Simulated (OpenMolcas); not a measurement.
**Be I: effect of the level shift or regulariser**

```yaml
Program: OpenMolcas 26.06
Basis: ANO-RCC-VTZP [4s3p2d1f]
Scalar_Hamiltonian: DKH2, point nucleus
Active_space: 2 electrons in 4 orbitals (2s 2p)
State_averaging: 2S+1 = 3 even, 3 roots; 2S+1 = 1 even, 6 roots; 2S+1 = 3 odd, 3 roots; 2S+1 = 1 odd, 3 roots
Spin-orbit_coupling: state interaction with AMFI integrals over the reference wave functions, term energies averaged over their components
```

Methods on the same reference wave functions:
A. CASSCF
B. SS-CASPT2, IPEA 0.25 Eh, imaginary shift 0.1 Eh (closed shells correlated: 1s)
C. SS-CASPT2, IPEA 0.25 Eh, real shift 0.2 Eh (closed shells correlated: 1s)

Energies in cm-1 above 2s2 1S0, the measured ground level; measured values from NIST Handbook of Basic Atomic Spectroscopic Data.

```csv
Level,A,B,C,Measured
2s2 1S0,0.0,0.0,0.0,0.0
2s 2p 3P* 0,21948,22005,22007,21978
2s 2p 3P* 1,21949,22006,22008,21979
2s 2p 3P* 2,21951,22008,22010,21981
2s 2p 1P* 1,49147,45865,45967,42565
2p2 3P0,60491,60256,60252,59694
2p2 3P1,60492,60256,60253,59695
2p2 3P2,60494,60258,60255,59697
2p2 1D2,67976,63021,63274,56882
```

Deviations, from unrounded energies. A percentage is the sum of absolute deviations over the sum of measured energies, with the sign that they share, or ± where signs differ.

```tsv
Against measurement	Levels	A	B	C
mean absolute deviation (cm-1)	8	2500	1400	1400
other configurations (%)	8	±5.9	+3.3	+3.4
```

B, C lie about equally close to measurement and A furthest from it. The largest miss of B in the table is 2p2 1D2, by +6100 cm-1. The ranking rests on the paired levels alone, and a cruder setting can come out closer through cancelling errors.

Between B and C the level of the table that moves most is 2p2 1D2, by 250 cm-1 (lowest in B, highest in C).

The lowest spin-free term lies below A's lowest term by 0.041 hartree in B, 0.040 hartree in C.

Without dynamic correlation excited terms often stand tens of per cent too high (terms of higher spin than the ground term too low), and those without a measured partner can miss by more than the paired ones (holds for A). Computed and measured levels are paired by configuration, term and J; levels that our copy of the source lacks, or whose pairing is in doubt (as where it misses far off the trend of its configuration), stay unpaired and out of the deviations. Only configurations of the active space appear.

* marks odd parity.
